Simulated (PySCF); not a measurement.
PySCF input file for Ge(Cl)3(SH) (Cl₃GeHS), SMILES [SH][Ge]([Cl])([Cl])[Cl], B3LYP-D3(BJ)/def2-SVP. Geometry optimised at B3LYP-D3(BJ)/def2-SVP. The structure was generated by enumeration, and PubChem lists no compound with its InChIKey, so it may never have been made. One conformer was computed; it need not be the lowest.

```python
import numpy as np
from pyscf import gto, scf, dft, df
from pyscf.hessian import thermo

mol = gto.M(
    atom='''
    S     0.75803042    2.08626783    0.00000004
    Ge    0.00121132    0.00812291    0.00000000
    Cl    0.65426573   -1.09820565   -1.73162116
    Cl   -2.14492969    0.11861673   -0.00000000
    Cl    0.65426572   -1.09820572    1.73162112
    H     2.05152096    1.68229038    0.00000004
    ''',
    basis='def2-SVP',
    charge=0,
    spin=0,
    max_memory=1600,
    verbose=3,
)
mf = dft.RKS(mol, xc='b3lyp').density_fit(auxbasis='def2-universal-jkfit')
mf.disp = 'd3bj'
mf.grids.level = 3
mf.conv_tol = 1e-11
mf.max_cycle = 100
mf.kernel()

# analytic Hessian; the response equations are solved on a coarser grid
h, args, fine = mf.Hessian(), (mf.mo_energy, mf.mo_coeff, mf.mo_occ), mf.grids
h.max_memory = max(150, 2.5e-5 * df.make_auxmol(mol, mf.with_df.auxbasis).nao * mol.nelec[0] * (mol.nelec[0] + mol.nao))  # MB; small integral blocks
h1ao = h.make_h1(mf.mo_coeff, mf.mo_occ)
mf.grids = dft.Grids(mol).set(level=1).build(with_non0tab=True)
mo1, mo_e1 = h.solve_mo1(*args, h1ao)
mf.grids = fine
hess = h.hess_elec(*args, mo1, mo_e1, h1ao) + h.hess_nuc()
if mf.do_disp():
    hess += h.get_dispersion()
for i in range(mol.natm):  # the analytic DFT Hessian lacks the response of the grid: restore translational invariance
    hess[i, i] -= hess[i].sum(axis=0)
hess = (hess + hess.transpose(1, 0, 3, 2)) / 2
vib = thermo.harmonic_analysis(mol, hess, imaginary_freq=False)
thermo.dump_normal_mode(mol, vib)
th = thermo.thermo(mf, vib['freq_au'][vib['freq_au'] > 0], 298.15, 101325)
thermo.dump_thermo(mol, th)
g0 = mf.nuc_grad_method().set(verbose=0).kernel()

# dipole derivatives [dipole axis, atom, xyz] from the same response
r, irp = mol.intor('int1e_r'), mol.intor('int1e_irp').reshape(3, 3, mol.nao, mol.nao)
sl, dm0, ok = mol.aoslice_by_atom(), np.array(mf.make_rdm1()), []
dmu = np.einsum('a,xt->xat', mol.atom_charges(), np.eye(3))
for a, (_, _, p0, p1) in enumerate(sl):
    dmu[:, a] += 2 * np.einsum('xtij,ij->xt', irp[:, :, :, p0:p1], dm0.reshape(-1, mol.nao, mol.nao).sum(0)[:, p0:p1])
    for u, c, occ, f in [(mo1, mf.mo_coeff, mf.mo_occ, 4)]:
        dmu[:, a] -= f * np.einsum('tui,xuv,vi->xt', u[a], r, c[:, occ > 0], optimize=True)
L = vib['norm_mode']
ir = 974.8801 * (np.einsum('xat,kat->kx', dmu, L) ** 2).sum(1)       # km/mol
apt = np.einsum('xax->a', dmu) / 3

# polarisability derivatives from nuclear gradients in small electric fields
h0, F = mf.get_hcore(), 0.005
def in_field(f, guess):
    m = mf.copy()
    m.verbose, m.conv_tol, m.conv_tol_grad = 0, 1e-11, 2e-7
    m.get_hcore = lambda *a: h0 + np.einsum('x,xij->ij', f, r)
    m.kernel(guess)
    ok.append(m.converged)
    dm = np.array(m.make_rdm1())
    g = m.nuc_grad_method().kernel() - np.outer(mol.atom_charges(), f)
    for a, (_, _, p0, p1) in enumerate(sl):
        g[a] -= 2 * np.einsum('x,xtij,ij->t', f, irp[:, :, :, p0:p1], dm[:, p0:p1])
    return g, -np.einsum('xij,ij->x', r, dm), dm
E = np.eye(3) * F
g0, _, dm0 = in_field(np.zeros(3), dm0)
gp = [in_field(e, dm0) for e in E]
gm = [in_field(-e, 2 * dm0 - p[2]) for e, p in zip(E, gp)]
alpha = np.array([(p[1] - q[1]) / (2 * F) for p, q in zip(gp, gm)])  # bohr^3
check = abs(np.array([-(p[0] - q[0]) / (2 * F) for p, q in zip(gp, gm)]) - dmu).max()
print('static polarisability / bohr^3:', alpha.round(3))
print('largest difference of analytic and finite-field dipole derivatives / e:', check)
da = np.zeros((3, 3, mol.natm, 3))
for x in range(3):
    da[x, x] = -(gp[x][0] + gm[x][0] - 2 * g0) / F**2
for x, y in ((0, 1), (0, 2), (1, 2)):
    up, down = in_field(E[x] + E[y], gp[x][2] + gp[y][2] - dm0), in_field(-E[x] - E[y], gm[x][2] + gm[y][2] - dm0)
    both = -(up[0] + down[0] - 2 * g0) / F**2
    da[x, y] = da[y, x] = (both - da[x, x] - da[y, y]) / 2
aq = np.einsum('xyat,kat->kxy', da, L) * 0.529177210903**2           # A^2/amu^1/2
a = np.einsum('kxx->k', aq) / 3
g2 = 1.5 * (aq**2).sum((1, 2)) - 4.5 * a**2
raman, depol = 45 * a**2 + 7 * g2, 3 * g2 / (45 * a**2 + 4 * g2 + 1e-12)
print('mode   freq/cm-1   IR/(km/mol)   Raman/(A^4/amu)   depolarisation')
for k, w in enumerate(vib['freq_wavenumber']):
    print(f'{k + 1:4d} {w:11.2f} {ir[k]:13.3f} {raman[k]:17.3f} {depol[k]:16.3f}')
print('max |gradient| / (hartree/bohr):', abs(g0).max())
print('APT charges:', apt.round(4))
```

Log of the run:

```
converged SCF energy = -3855.84879974418

WARN: DFTD3 does not support analytical Hessian, using finite difference


WARN: Mole.unit (angstrom) is changed to Bohr

Mode                                 0                   1                   2
Irrep
Freq [cm^-1]                       77.5370            118.3102            153.8049
Reduced mass [au]                   2.0519             19.4083              3.6139
Force const [Dyne/A]                0.0073              0.1601              0.0504
Char temp [K]                     111.5585            170.2220            221.2910
Normal mode                   x     y     z       x     y     z       x     y     z
       0   S                 0.00 -0.00 -0.06    0.10 -0.03  0.00    0.00 -0.00  0.01
       1  Ge                -0.00  0.00  0.01   -0.01  0.01 -0.00   -0.00  0.00  0.04
       2  Cl                 0.05  0.04  0.00   -0.02  0.05 -0.03   -0.06  0.01  0.01
       3  Cl                 0.00 -0.00  0.05   -0.02 -0.09  0.00   -0.00  0.00 -0.10
       4  Cl                -0.05 -0.04  0.00   -0.02  0.05  0.03    0.06 -0.01  0.01
       5   H                 0.00 -0.00 -0.69    0.06 -0.14  0.00    0.00 -0.00 -0.51
Mode                                 3                   4                   5
Irrep
Freq [cm^-1]                      154.0889            163.4221            164.5535
Reduced mass [au]                  24.2569              3.8279             34.7978
Force const [Dyne/A]                0.3393              0.0602              0.5552
Char temp [K]                     221.6995            235.1280            236.7558
Normal mode                   x     y     z       x     y     z       x     y     z
       0   S                 0.05 -0.02 -0.00    0.00  0.00  0.11    0.02  0.06 -0.00
       1  Ge                -0.05  0.02 -0.00    0.00  0.00 -0.04    0.02  0.05  0.00
       2  Cl                 0.06 -0.01  0.06    0.00 -0.06 -0.01   -0.04 -0.05  0.05
       3  Cl                -0.06  0.00  0.00    0.00 -0.00  0.02    0.02 -0.07 -0.00
       4  Cl                 0.06 -0.01 -0.06   -0.00  0.06 -0.01   -0.04 -0.05 -0.05
       5   H                 0.02 -0.13  0.00    0.00  0.00 -0.49    0.02  0.06  0.00
Mode                                 6                   7                   8
Irrep
Freq [cm^-1]                      365.2111            436.5993            438.0857
Reduced mass [au]                  25.7087             44.5384             24.7103
Force const [Dyne/A]                2.0203              5.0021              2.7941
Char temp [K]                     525.4575            628.1692            630.3078
Normal mode                   x     y     z       x     y     z       x     y     z
       0   S                 0.04  0.10  0.00    0.00  0.00 -0.00    0.04  0.09  0.00
       1  Ge                -0.00 -0.01 -0.00   -0.00 -0.00  0.07   -0.01 -0.07 -0.00
       2  Cl                 0.02 -0.04 -0.06    0.03 -0.05 -0.07   -0.02  0.03  0.04
       3  Cl                -0.07  0.00  0.00    0.00  0.00 -0.00    0.03  0.00  0.00
       4  Cl                 0.02 -0.04  0.06   -0.03  0.05 -0.07   -0.02  0.03 -0.04
       5   H                 0.04  0.09  0.00    0.00  0.00 -0.00    0.05  0.12 -0.00
Mode                                 9                  10                  11
Irrep
Freq [cm^-1]                      444.6614            763.5847           2663.8324
Reduced mass [au]                  41.5680              1.0805              1.0383
Force const [Dyne/A]                4.8425              0.3712              4.3409
Char temp [K]                     639.7688           1098.6284           3832.6617
Normal mode                   x     y     z       x     y     z       x     y     z
       0   S                -0.01 -0.02  0.00   -0.01  0.04 -0.00   -0.03  0.01 -0.00
       1  Ge                 0.07 -0.01  0.00    0.01 -0.01  0.00   -0.00  0.00  0.00
       2  Cl                -0.01  0.02  0.03   -0.00 -0.00  0.00    0.00  0.00  0.00
       3  Cl                -0.12  0.00  0.00    0.00  0.00 -0.00    0.00 -0.00 -0.00
       4  Cl                -0.01  0.02 -0.03   -0.00 -0.00 -0.00    0.00  0.00 -0.00
       5   H                 0.01  0.04  0.00   -0.30 -0.91 -0.00    0.94 -0.29  0.00
temperature 298.1500 [K]
pressure 101325.00 [Pa]
Rotational constants [GHz] 1.18547 1.14016 1.13728
Symmetry number 1
Zero-point energy (ZPE) 0.01354 [Eh]   35551.168 [J/mol]
                           tot       elec      trans        rot        vib
Entropy [J/mol/K]       388.435      0.000    175.554    124.375     88.506
Cv [J/mol/K]             99.735      0.000     12.472     12.472     74.792
Cp [J/mol/K]            108.050      0.000     20.786     12.472     74.792
Internal energy [J/mol]                      3718.434   3718.434  49315.965
Internal energy [Eh]   -3855.82718  -3855.84880
Enthalpy [J/mol]                             6197.391   3718.434  49315.965
Enthalpy [Eh]          -3855.82624
Gibbs free energy [J/mol]                  -46144.132 -33363.905  22927.889
Gibbs free energy [Eh] -3855.87035
static polarisability / bohr^3: [[69.213  1.707  0.   ]
 [ 1.705 71.125  0.   ]
 [-0.    -0.    63.199]]
largest difference of analytic and finite-field dipole derivatives / e: 0.0006337901530193424
mode   freq/cm-1   IR/(km/mol)   Raman/(A^4/amu)   depolarisation
   1       77.54         7.607             7.512            0.750
   2      118.31         0.428             3.053            0.739
   3      153.80         0.355             0.389            0.750
   4      154.09         7.042             2.850            0.737
   5      163.42        18.589             4.812            0.750
   6      164.55        11.066             4.044            0.744
   7      365.21         0.314            29.114            0.013
   8      436.60        78.963             4.553            0.750
   9      438.09        64.361             4.896            0.726
  10      444.66        75.536             4.847            0.740
  11      763.58         3.031             7.297            0.726
  12     2663.83         1.683           123.428            0.305
max |gradient| / (hartree/bohr): 4.643979452686304e-05
APT charges: [-0.3605  1.856  -0.5289 -0.5001 -0.5289  0.0623]
```

The run converged.

Cost: around 3.0 core-minutes (rough).
